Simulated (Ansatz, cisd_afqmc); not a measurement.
System: CsF, charge 0, singlet. CsF (SMILES [Cs][F]).
B3LYP-D3(BJ)/def2-TZVP minimum from Ansatz (a program for electronic structure):
```xyz
2

Cs     0.0000     0.0000    -0.3380
F      0.0000     0.0000     2.0659
```

Total energies in def2-TZVPP, 8 correlated electrons, 5 frozen orbitals. Radicals and triplets start from unrestricted determinants; spin-orbit coupling is neglected. Cores are frozen in correlated methods (noble-gas shells, and filled d and f shells in the p block). Past Kr the def2 sets carry scalar-relativistic core potentials. AFQMC/CISD: phaseless, guided by CISD from CCSD amplitudes; bars are statistical, one sigma. Outlying blocks are dropped, and bars are widened where a walk drifts. Over all cases where full CI ran beside it in this data, AFQMC minus full CI had a median of +0.1 mEh and passed +0.4 mEh in a tenth of the cases.

| method | program | energy (Eh) | minus CCSDTQ (mEh) |
|---|---|---|---|
| HF | Ansatz | -119.38165 | 279.12 |
| MP2 | Ansatz | -119.65713 | 3.64 |
| CCSD | Ansatz | -119.65341 | 7.37 |
| CCSD(T) | Ansatz | -119.66049 | 0.29 |
| CCSDT(Q) | Ansatz | -119.66083 | -0.05 |
| CCSDTQ | Ansatz | -119.66078 | 0.00 |
| AFQMC/CISD | cisd_afqmc | -119.6602 ± 0.0004 | 0.6 ± 0.4 |

Rough core times of Ansatz's runs on a shared machine: CCSD(T) under 20 s, CCSDT(Q) 40 s, CCSDTQ 20 min.
